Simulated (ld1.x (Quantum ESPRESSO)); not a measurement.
# Which change was made? (Pb, TM semilocal)

* Element: lead
* Generator: ld1.x (Quantum ESPRESSO) 7.5
* Type: norm-conserving Troullier–Martins (semilocal form)
* Functional: PBE
* Relativity: non-relativistic
* Frozen core: [Xe] 4f14
* Valence charge: 14
* Reference configuration: 5d10 6s2 6p2
* Partial waves: 6p (bound): rc 2.85 bohr; 5d (bound): rc 1.25 bohr; 6s (bound): rc 2.35 bohr
* Local potential: the s channel
* Core correction: a·sin(br)/r model core inside 0.65 bohr

Cutoffs, loose and tight: the cutoffs (Ry, on a coarse ladder) from which the occupation-weighted sum of valence levels, in a spherical-Bessel basis at the reference potential, stays within 10 and 1 mRy of its value at 400 Ry. They do not see the model core or the augmentation charge, which bear on the density cutoff. Test errors are all-electron minus pseudo excitation energies from the reference, over the configurations 5d10 6s2 6p1; 5d10 6s2 6p0; 5d10 6s1 6p0; 5d10 6s0 6p0; 5d9 6s2 6p3; 5d10 6s2 6p1.5; 5d9 6s2 6p2; variants that change the core or the reference have their own tests.

The base gives: outcome: generated; cutoff, loose: 90 Ry; cutoff, tight: 110 Ry; bound ghosts: none; largest test error (meV): -171.

Task: After one change the result is: outcome: generated; cutoff, loose: 55 Ry; cutoff, tight: 90 Ry; bound ghosts: none; largest test error (meV): -173. Which change was it?
A. all radii but the core radius scaled by about 1.20 (s 2.82, p 3.42, d 1.50 bohr)
B. all radii but the core radius scaled by about 1.09 (s 2.58, p 3.12, d 1.36 bohr)
C. all radii but the core radius scaled by about 0.74 (s 1.74, p 2.12, d 0.94 bohr)
D. all radii but the core radius scaled by about 1.40 (s 3.28, p 3.98, d 1.74 bohr)

Result: A. The others give: all radii but the core radius scaled by about 1.40 (s 3.28, p 3.98, d 1.74 bohr) → outcome: generated; cutoff, loose: 55 Ry; cutoff, tight: 90 Ry; bound ghosts: none; largest test error (meV): -492 | all radii but the core radius scaled by about 0.74 (s 1.74, p 2.12, d 0.94 bohr) → outcome: generated; cutoff, loose: 230 Ry; cutoff, tight: over 300 Ry; bound ghosts: none; largest test error (meV): -45 | all radii but the core radius scaled by about 1.09 (s 2.58, p 3.12, d 1.36 bohr) → outcome: generated; cutoff, loose: 70 Ry; cutoff, tight: 100 Ry; bound ghosts: none; largest test error (meV): -130.
